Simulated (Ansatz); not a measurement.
Compare A (`[CH3][Al]([SiH3])[O][SiH3]`) with its isomer B (`[SiH3]C[O][AlH][SiH3]`).

Gas-phase electronic energies from Ansatz, PBE0-D4/def2-TZVP geometries. CBS: MP2 limit from def2 TZ/QZ plus the TZ coupled-cluster correction, frozen cores. DFT in def2-TZVPP. B3LYP here is the variant with VWN-RPA as its local correlation; programs differ in this. Each species was taken in one conformer, which may not be the lowest.

Q: Which is lower in electronic energy at CCSD(T)/CBS, and by how much? (Best estimate.)

A: Computed: A, by 55.7 kcal/mol.

Q: Give E(B) − E(A) in kcal/mol with HF/def2-TZVPP, B3LYP-D4, MP2/def2-TZVPP, CCSD/def2-TZVPP, ωB97M-V, PBE-D4, B2PLYP. (Best estimate.)

A: The calculation gave: HF/def2-TZVPP 57.9, B3LYP-D4 53.6, MP2/def2-TZVPP 57.5, CCSD/def2-TZVPP 55.8, ωB97M-V 54.4, PBE-D4 50.4, B2PLYP 55.9. None reverses the order clearly.

Largest T1 diagnostic: 0.014.

The D4 term adds −1.2 kcal/mol with B3LYP and −0.6 kcal/mol with PBE0; it sums over pairs of atoms, weighted by their polarisabilities, and B3LYP, whose exchange is more repulsive, gets the larger term. From PBE to PBE0 (25 % exact exchange), in def2-TZVPP and without D4, E(B) − E(A) moves by +2.2 kcal/mol.
